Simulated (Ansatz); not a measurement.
`O[SiH2]O[SiH2]F`, relaxed with RKS PBE0-D4/def2-TZVP in Ansatz 0.2.0 from a PBE-D4/def2-SVP geometry. The force threshold is 0.005 eV/Å; the program also tests the step.

The species carries charge 0 and has multiplicity 1.

Start:

```xyz
10

O     1.516    1.871    0.216
Si    1.129    0.310    0.666
O     0.069   -0.391   -0.433
Si   -1.539   -0.758   -0.613
F    -1.778   -2.319   -0.193
H     2.074    1.952   -0.577
H     0.467    0.440    2.001
H     2.341   -0.574    0.692
H    -2.381    0.085    0.299
H    -1.899   -0.616   -2.057
```

| step | energy (eV) | largest force (eV/Å) | largest move (Å) |
| --- | --- | --- | --- |
| 1 | -22643.1712 | 1.049 | 0.000 |
| 2 | -22643.2532 | 0.760 | 0.033 |
| 3 | -22643.2842 | 0.075 | 0.035 |
| 4 | -22643.2852 | 0.067 | 0.007 |
| 5 | -22643.2883 | 0.035 | 0.043 |
| 6 | -22643.2888 | 0.032 | 0.031 |
| 7 | -22643.2891 | 0.062 | 0.072 |
| 8 | -22643.2896 | 0.013 | 0.025 |
| 9 | -22643.2897 | 0.004 | 0.012 |
| 10 | -22643.2897 | 0.021 | 0.029 |
| 11 | -22643.2898 | 0.015 | 0.009 |
| 12 | -22643.2898 | 0.014 | 0.008 |
| 13 | -22643.2898 | 0.017 | 0.015 |
| 14 | -22643.2899 | 0.015 | 0.020 |
| 15 | -22643.2899 | 0.012 | 0.009 |
| 16 | -22643.2899 | 0.007 | 0.007 |
| 17 | -22643.2899 | 0.002 | 0.003 |

End:

```xyz
10

O     1.548    1.821    0.165
Si    1.109    0.331    0.675
O     0.001   -0.337   -0.326
Si   -1.537   -0.759   -0.597
F    -1.710   -2.314   -0.299
H     2.101    1.894   -0.613
H     0.516    0.529    2.014
H     2.272   -0.588    0.690
H    -2.448   -0.033    0.316
H    -1.852   -0.544   -2.024
```

Run time 52 s (4 threads of a server CPU on a shared host); peak host memory 0.49 GiB.
